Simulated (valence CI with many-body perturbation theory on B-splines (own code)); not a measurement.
Tm³⁷⁺: electric-dipole lines

Calculated by relativistic CI+MBPT: four valence electrons over a frozen Dirac-Fock core [Ar] 3d10, a basis of 11 s, 11 p, 10 d, 8 f, 5 g, 2 h functions for each j, with the one-electron correlation potential Σ1 (screened to all orders), the two-electron term Σ2, the three-electron term Σ3, Breit, model QED; selected single and double excitations, second order for the rest, scaled by the run's own slope (own B-spline code, finite nucleus).

The last digits are not significant, and no measured levels were compared; by estimate large intervals hold to a few tenths of a per cent, small ones and those within an open d or f shell to about a per cent. Among the levels kept, up to 390 cm⁻¹ of a level comes from second order outside the variational space, and about a tenth of that is noise between levels of different J, which matters for small intervals.

Lines 151 to 200 of 563 in falling wavelength, among levels below 4307.2 × 10³ cm⁻¹, chosen from the strongest by gf and those to the six lowest levels. Wavelengths and rates use the calculated energies. Electric multipoles are in the length gauge, E1 and E2 with the static RPA response of the core. Weak lines are less certain than strong ones. Lines between different terms over intervals too small for the method are left out, as are lines whose strength nearly cancels. Where a level lies close to another of its J and parity, the split of strength between their lines is uncertain. The highest levels of a list are the least certain.

Levels are named by their leading jj configuration (3d3/2^4 stands for four electrons in 3d with j = 3/2), which in mixed levels can hold well under half, so a name can repeat and another be missing. Letters in brackets count levels of one name in rising energy.

```
λ vac (nm)                           Upper                           Lower   A (s⁻¹)  log gf  Branch %
     7.866       (4p1/2^2 4p3/2 4d5/2) J=2      (4s 4p1/2^2 4d5/2) J=2 [a]  2.20e+11    0.01      63.9
     7.864  (4s 4p1/2 4p3/2 4d5/2) J=2 [b]          (4s 4p1/2 4p3/2^2) J=3  1.33e+11   -0.21      33.3
     7.864  (4s 4p1/2 4d3/2 4d5/2) J=1 [a]  (4s 4p1/2 4p3/2 4d3/2) J=0 [a]  8.94e+10   -0.60      23.5
     7.863  (4s 4p1/2 4d3/2 4d5/2) J=2 [c]  (4s 4p1/2 4p3/2 4d3/2) J=1 [b]  6.16e+10   -0.54       6.1
     7.863  (4s 4p1/2 4p3/2 4f5/2) J=3 [d]  (4s 4p1/2 4p3/2 4d3/2) J=2 [d]  1.02e+11   -0.18      15.8
     7.860      (4s 4p3/2^2 4d3/2) J=2 [b]          (4s^2 4p3/2 4d3/2) J=1  8.01e+10   -0.43       8.1
     7.858  (4s 4p1/2 4p3/2 4f7/2) J=4 [a]  (4s 4p1/2 4p3/2 4d5/2) J=4 [b]  1.13e+11   -0.02      29.7
     7.856  (4s 4p1/2 4p3/2 4f7/2) J=4 [a]  (4s 4p1/2 4p3/2 4d5/2) J=3 [b]  4.27e+10   -0.45      11.2
     7.855  (4s 4p1/2 4p3/2 4f5/2) J=2 [c]  (4s 4p1/2 4p3/2 4d5/2) J=2 [b]  5.29e+10   -0.61       6.0
     7.853          (4s 4p1/2 4d5/2^2) J=4  (4s 4p1/2 4p3/2 4d5/2) J=4 [a]  8.97e+10   -0.13      38.2
     7.850  (4s 4p1/2 4p3/2 4d5/2) J=1 [b]      (4s 4p1/2 4p3/2^2) J=1 [a]  2.70e+11   -0.13      53.1
     7.845   (4p1/2 4p3/2^2 4d5/2) J=3 [a]  (4s 4p1/2 4p3/2 4d5/2) J=4 [a]  3.74e+10   -0.62      12.4
     7.844  (4s 4p1/2 4d3/2 4d5/2) J=2 [c]  (4s 4p1/2 4p3/2 4d3/2) J=2 [c]  7.25e+10   -0.48       7.1
     7.844          (4s 4p1/2 4d5/2^2) J=5      (4s 4p1/2 4p3/2 4d5/2) J=5  1.24e+11    0.10      34.1
     7.843          (4s^2 4p1/2 4d5/2) J=3          (4s^2 4p1/2 4p3/2) J=2  2.42e+11    0.19      98.4
     7.842  (4s 4p1/2 4p3/2 4f5/2) J=4 [b]  (4s 4p1/2 4p3/2 4d5/2) J=3 [a]  2.53e+10   -0.68       4.5
     7.840  (4s 4p1/2 4d3/2 4d5/2) J=4 [d]  (4s 4p1/2 4p3/2 4d5/2) J=4 [a]  1.82e+10   -0.82       7.2
     7.833  (4s 4p1/2 4p3/2 4f7/2) J=2 [a]  (4s 4p1/2 4p3/2 4d5/2) J=2 [a]  1.88e+11   -0.06      61.7
     7.832       (4p1/2^2 4p3/2 4d3/2) J=2          (4s 4p1/2^2 4d3/2) J=1  3.73e+10   -0.77      21.4
     7.828      (4s 4p3/2^2 4d3/2) J=1 [c]      (4s^2 4p3/2 4d3/2) J=2 [a]  1.50e+11   -0.38      15.7
     7.827       (4p1/2^2 4p3/2 4d5/2) J=3      (4s 4p1/2^2 4d5/2) J=2 [b]  3.57e+11    0.36      79.6
     7.824           (4p1/2^2 4p3/2^2) J=0          (4s 4p1/2^2 4p3/2) J=1  2.55e+11   -0.63      78.5
     7.824          (4s^2 4d3/2 4d5/2) J=3      (4s^2 4p3/2 4d3/2) J=2 [a]  1.15e+11   -0.13      11.0
     7.823  (4s 4p1/2 4p3/2 4f7/2) J=4 [b]  (4s 4p1/2 4p3/2 4d5/2) J=4 [c]  1.51e+11    0.10      34.2
     7.821          (4s 4p1/2^2 4p3/2) J=1              (4s^2 4p1/2^2) J=0  1.84e+11   -0.30      85.8
     7.816  (4s 4p1/2 4p3/2 4d5/2) J=1 [a]          (4s 4p1/2 4p3/2^2) J=0  2.17e+11   -0.22      64.8
     7.813  (4s 4p1/2 4p3/2 4f7/2) J=2 [c]          (4s^2 4p1/2 4f5/2) J=3  4.93e+10   -0.65       8.5
     7.812  (4s 4p1/2 4d3/2 4d5/2) J=3 [c]  (4s 4p1/2 4p3/2 4d3/2) J=2 [b]  7.33e+10   -0.33      12.1
     7.810   (4p1/2 4p3/2^2 4d5/2) J=1 [b]  (4s 4p1/2 4p3/2 4d5/2) J=2 [b]  2.83e+11   -0.11      46.6
     7.810      (4s 4p3/2^2 4d3/2) J=2 [b]      (4s^2 4p3/2 4d3/2) J=2 [a]  7.43e+10   -0.47       7.5
     7.810  (4s 4p1/2 4p3/2 4d5/2) J=2 [c]          (4s^2 4p1/2 4d5/2) J=2  3.32e+10   -0.82       3.4
     7.805  (4s 4p1/2 4p3/2 4d5/2) J=3 [b]          (4s 4p1/2 4p3/2^2) J=3  1.35e+11   -0.06      49.5
     7.805  (4s 4p1/2 4p3/2 4d5/2) J=2 [e]      (4s 4p1/2 4p3/2^2) J=1 [b]  9.02e+10   -0.39      11.5
     7.803  (4s 4p1/2 4p3/2 4d5/2) J=4 [b]          (4s 4p1/2 4p3/2^2) J=3  1.56e+11    0.11      86.0
     7.803  (4s 4p1/2 4p3/2 4f7/2) J=4 [b]  (4s 4p1/2 4p3/2 4d5/2) J=3 [c]  2.33e+10   -0.72       5.3
     7.802      (4s 4p1/2^2 4d5/2) J=2 [b]          (4s 4p1/2^2 4p3/2) J=1  3.14e+11    0.16      76.8
     7.801   (4p1/2 4p3/2^2 4d3/2) J=1 [b]  (4s 4p1/2 4p3/2 4d3/2) J=2 [d]  1.45e+11   -0.40      17.3
     7.800  (4s 4p1/2 4p3/2 4f7/2) J=2 [b]  (4s 4p1/2 4p3/2 4d3/2) J=2 [d]  1.18e+11   -0.27      22.9
     7.799  (4s 4p1/2 4p3/2 4d5/2) J=2 [d]      (4s 4p1/2 4p3/2^2) J=1 [a]  1.31e+11   -0.22      24.8
     7.799   (4p1/2 4p3/2^2 4d5/2) J=3 [b]  (4s 4p1/2 4p3/2 4d5/2) J=4 [c]  8.85e+10   -0.25      21.2
     7.796      (4s 4p1/2 4p3/2^2) J=1 [a]          (4s^2 4p1/2 4p3/2) J=2  5.20e+10   -0.85      17.1
     7.794   (4p1/2 4p3/2^2 4d5/2) J=1 [a]  (4s 4p1/2 4p3/2 4d3/2) J=1 [d]  1.91e+11   -0.28      46.1
     7.787      (4s 4p1/2 4p3/2 4d5/2) J=0      (4s 4p1/2 4p3/2^2) J=1 [a]  2.53e+11   -0.64      39.9
     7.785          (4s 4p1/2 4d5/2^2) J=2  (4s 4p1/2 4p3/2 4d3/2) J=1 [d]  1.18e+11   -0.27      25.6
     7.784  (4s 4p1/2 4p3/2 4d3/2) J=1 [d]      (4s 4p1/2 4p3/2^2) J=2 [a]  6.16e+10   -0.77      21.6
     7.782   (4p1/2 4p3/2^2 4d3/2) J=1 [a]  (4s 4p1/2 4p3/2 4d3/2) J=1 [b]  7.42e+10   -0.69      10.3
     7.779  (4s 4p1/2 4p3/2 4f5/2) J=2 [c]  (4s 4p1/2 4p3/2 4d3/2) J=2 [d]  5.61e+10   -0.59       6.4
     7.779   (4p1/2 4p3/2^2 4d5/2) J=3 [b]  (4s 4p1/2 4p3/2 4d5/2) J=3 [c]  9.77e+10   -0.21      23.4
     7.776       (4p1/2 4p3/2^2 4d5/2) J=0  (4s 4p1/2 4p3/2 4d3/2) J=1 [d]  2.53e+11   -0.64      66.7
     7.771  (4s 4p1/2 4p3/2 4d5/2) J=2 [e]      (4s 4p1/2 4p3/2^2) J=2 [b]  6.11e+10   -0.56       7.8
```
